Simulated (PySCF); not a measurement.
Job file and geometry (Å, from GFN2-xTB) of an NMR shielding run on SMILES CN[Si@@H](C[SiH2]C#C)F, C₄H₁₀FNSi₂, GIAO PBE0/pcSseg-1 NMR shielding, non-relativistic, gas phase (PySCF 2.14.0, density-fitted response routines); density fitting, a coarse starting grid and PySCF grid level 2 are the driver's defaults:

```
$ OMP_NUM_THREADS=1 python probes_run.py task.json out

{"job": {"kind": "nmr", "xc": "PBE0", "basis": "pcSseg-1"}, "charge": 0, "multiplicity": 1}
C     -3.338213     1.964495    -0.341559
C     -2.995257     0.818383    -0.224372
Si    -2.448683    -0.937681    -0.051379
C     -0.694985    -0.990951     0.675274
Si     0.572321     0.029363    -0.279819
F      0.397690     1.594242     0.078098
N      2.131605    -0.369601     0.309011
C      3.323339     0.371630    -0.036624
H     -3.634122     2.969175    -0.443897
H     -2.461631    -1.560451    -1.382937
H     -3.385239    -1.632592     0.844883
H     -0.728040    -0.632060     1.703699
H     -0.372633    -2.030228     0.723632
H      0.392771     0.022652    -1.730320
H      2.336510    -1.336195     0.507295
H      3.060577     1.421470    -0.134821
H      3.765923     0.035711    -0.980645
H      4.069309     0.268955     0.752825
```

Task: Write the output of this run.

Result: 
```
coarse grid: 15944 points
cycle   1  E = -891.2434734803  dE =  6.588e-01  |g| = 7.376e-01  |ddm| = 3.846e+00
cycle   2  E = -891.1784581740  dE =  6.502e-02  |g| = 9.788e-01  |ddm| = 1.500e+00
cycle   3  E = -891.3519530174  dE = -1.735e-01  |g| = 1.014e-01  |ddm| = 8.652e-01
cycle   4  E = -891.3534413576  dE = -1.488e-03  |g| = 4.753e-02  |ddm| = 9.639e-02
cycle   5  E = -891.3538636868  dE = -4.223e-04  |g| = 2.460e-02  |ddm| = 4.682e-02
cycle   6  E = -891.3540088745  dE = -1.452e-04  |g| = 4.376e-03  |ddm| = 1.823e-02
cycle   7  E = -891.3540132599  dE = -4.385e-06  |g| = 1.232e-03  |ddm| = 4.859e-03
final grid: 145000 points
cycle   8  E = -891.4046891039  dE = -2.894e-05  |g| = 8.158e-03  |ddm| = 2.762e-02
cycle   9  E = -891.4046798262  dE =  9.278e-06  |g| = 1.035e-02  |ddm| = 1.664e-02
cycle  10  E = -891.4047051147  dE = -2.529e-05  |g| = 1.095e-03  |ddm| = 9.365e-03
cycle  11  E = -891.4047053282  dE = -2.134e-07  |g| = 4.165e-04  |ddm| = 9.763e-04
cycle  12  E = -891.4047053626  dE = -3.441e-08  |g| = 1.854e-04  |ddm| = 3.702e-04
cycle  13  E = -891.4047053708  dE = -8.211e-09  |g| = 3.331e-05  |ddm| = 1.366e-04
cycle  14  E = -891.4047053710  dE = -2.071e-10  |g| = 1.094e-05  |ddm| = 3.413e-05
converged SCF energy = -891.4047053710

GIAO shielding tensors (ppm)
atom      isotropic    diamagn.    paramagn.     s11        s22        s33       span
  0 C       80.441     260.835    -180.394     -3.701     -2.318    247.342    251.044
  1 C      101.392     259.855    -158.463      3.630     11.533    289.015    285.384
  2 Si     419.504     879.550    -460.046    396.488    410.142    451.881     55.393
  3 C      188.531     263.036     -74.505    180.741    189.299    195.555     14.814
  4 Si     354.408     882.142    -527.734    323.570    360.348    379.306     55.736
  5 F      352.994     474.770    -121.776    306.775    362.659    389.548     82.773
  6 N      229.807     326.170     -96.363    195.205    233.404    260.813     65.608
  7 C      157.340     240.546     -83.207    131.844    151.798    188.378     56.534
  8 H       29.706      33.356      -3.650     24.410     24.970     39.738     15.328
  9 H       27.228      28.262      -1.034     23.898     25.499     32.287      8.389
 10 H       27.094      26.763       0.331     23.133     25.304     32.845      9.712
 11 H       31.304      34.170      -2.866     26.729     29.514     37.669     10.940
 12 H       32.321      33.830      -1.510     26.792     30.810     39.361     12.568
 13 H       26.410      32.258      -5.848     23.094     25.078     31.058      7.964
 14 H       31.540      34.988      -3.448     22.354     31.419     40.847     18.493
 15 H       28.754      28.487       0.268     23.752     28.241     34.271     10.519
 16 H       28.905      26.913       1.991     23.282     26.820     36.612     13.330
 17 H       28.883      26.513       2.370     23.588     26.739     36.322     12.733
```

Task: Turn these shieldings into chemical shifts. Shifts are taken against calculated references (same method and geometry level): 13C (186.93 ppm) and 29Si (349.16 ppm) and 1H (31.72 ppm) vs TMS; 19F (170.95 ppm) vs CFCl3; 15N (267.73 ppm) vs NH3.

Result: Averaging equivalent atoms: C 0: 106.5; C 1: 85.5; C 7: 29.6; C 3: -1.6; Si 4: -5.3; Si 2: -70.3; F 5: -182.0; N 6: 37.9; H 13: 5.31; H 10: 4.62; H 9: 4.49; H 15/16/17: 2.87; H 8: 2.01; H 11: 0.41; H 14: 0.18; H 12: -0.60 ppm. Unscaled 19F shifts against computed CFCl3 carry errors that often reach 10 to 50 ppm. Experimental scales use liquid or dissolved standards, which lie at an offset from isolated NH3 (liquid NH3: subtract about 20 ppm).

Size and cost of the density-fitted run: 200 basis functions, 98 s wall time on 1 thread of an Intel Xeon, shared host; peak memory 0.92 GiB.
